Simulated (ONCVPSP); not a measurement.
# silver: one change to an ONCV potential, before and after

| Property | Result |
| --- | --- |
| Element | Ag (Z = 47) |
| Generator | ONCVPSP 4.0.1 |
| Type | optimised norm-conserving Vanderbilt (ONCV) |
| Functional | PBE |
| Relativity | fully relativistic |
| Frozen core | [Ar] 3d10 |
| Valence charge | 19 |
| Reference configuration | 4s2 4p6 4d10 5s1 |
| Partial waves | 4s+5s: rc 1.40 bohr, ncon 4, nbas 7, qcut 7.4 1/bohr, 2 projectors; 4p: rc 1.65 bohr, ncon 3, nbas 6, qcut 9.5 1/bohr, 1 projector; 4d: rc 1.70 bohr, ncon 4, nbas 9, qcut 10 1/bohr, 2 projectors, debl 2.9 Ha; f scattering state at 0.27 Ha: rc 1.70 bohr, ncon 4, nbas 9, qcut 6 1/bohr, 1 projector |
| Local potential | polynomial inside 1.25 bohr (lpopt 5, dvloc0 0 Ha) |
| Core correction | none |

Open shells are filled in proportion to 2j + 1.

Change: s: qcut 11.2.

Cutoffs: the cutoffs (Ha) at which the residual kinetic energy of the hardest occupied pseudo-wave falls to 1 and 0.1 mHa per electron; they do not see the model core or the augmentation charge, which bear on the density cutoff. Errors are all-electron minus pseudo energies relative to the spin-unpolarised reference configuration.

How do hardness, ghosts and transferability respond?

The potential gets harder (31 Ha and 40 Ha → 39 Ha and 46 Ha); the errors of the 4 common tests hardly move; neither file shows a bound ghost. The waves are optimised to have the least kinetic energy above qcut, so the cutoff follows it (qcut²/2 in Ha).

| quantity | base | changed |
| --- | --- | --- |
| cutoff, loose | 31 Ha | 39 Ha |
| cutoff, tight | 40 Ha | 46 Ha |
| loose cutoff by channel | s 24 Ha, p 20 Ha, d 31 Ha | s 39 Ha, p 20 Ha, d 31 Ha |
| bound ghosts | none | none |
| GHOST(+) flags under 300 eV | none | none |
| error for 4s2 4p6 4d10 5s0, meV [ΔE 7.76 eV] | +0.2 | +0.3 |
| error for 4s2 4p6 4d9 5s0, meV [ΔE 29.87 eV] | 0.0 | 0.0 |
| error for 4s2 4p6 4d8 5s0, meV [ΔE 66.07 eV] | +6.3 | +6.6 |
| error for 4s2 4p6 4d9 5s1, meV [ΔE 13.15 eV] | -0.2 | 0.0 |
| s: phases at 1.42 bohr within 0.05 rad from the reference energy up to (Ha; the scan ends near 5) | to the end of the scan | to the end of the scan |
| p3/2: phases at 1.67 bohr within 0.05 rad from the reference energy up to (Ha; the scan ends near 5) | 0.6 | 0.6 |
| p1/2: phases at 1.67 bohr within 0.05 rad from the reference energy up to (Ha; the scan ends near 5) | 0.5 | 0.5 |
| d5/2: phases at 1.72 bohr within 0.05 rad from the reference energy up to (Ha; the scan ends near 5) | to the end of the scan | to the end of the scan |
| d3/2: phases at 1.72 bohr within 0.05 rad from the reference energy up to (Ha; the scan ends near 5) | to the end of the scan | to the end of the scan |
| f7/2: phases at 1.72 bohr within 0.05 rad from the reference energy up to (Ha; the scan ends near 5) | 2.4 | 2.4 |
| f5/2: phases at 1.72 bohr within 0.05 rad from the reference energy up to (Ha; the scan ends near 5) | 2.4 | 2.4 |
